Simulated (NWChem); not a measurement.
Species: C$_{2}$H$_{2}$ClFOSi; SMILES C#C[Si@@](O)(F)Cl

```xyz
8

C      1.0072     2.7136    -0.0642
C      0.4368     1.6280    -0.0271
Si    -0.3785     0.0098     0.0070
O     -1.3858    -0.0368     1.3146
F     -1.2171    -0.2048    -1.3715
Cl     1.0132    -1.5111     0.0694
H      1.5094     3.6726    -0.0935
H     -1.7724    -0.9049     1.5267
```
Atoms are numbered in this order, from 1.

Program: NWChem. All runs use the structure optimised with PBE-D3(BJ)/def2-SVP. Level: B3LYP/def2-SVP with SMD (1 M gas to 1 M solution), gas-phase geometry. Reactions with the solvent are ignored.

| solvent | dielectric constant | solvation free energy (kcal/mol) | cavity-dispersion-structure term (kcal/mol) | dipole in solution (D) |
|---|---|---|---|---|
| water | 78.4 | -3.8 | 5.0 | 1.34 |
| n-hexane | 1.88 | -3.3 | -0.6 | 1.23 |
| tetrahydrofuran | 7.43 | (withheld) | 0.4 | 1.37 |
| cyclohexane | 2.02 | -3.1 | -0.1 | 1.24 |
| chloroform | 4.71 | -5.6 | 0.2 | 1.32 |

### Question
What belongs in the gaps?

### Answer

- tetrahydrofuran, solvation free energy (kcal/mol): -4.8
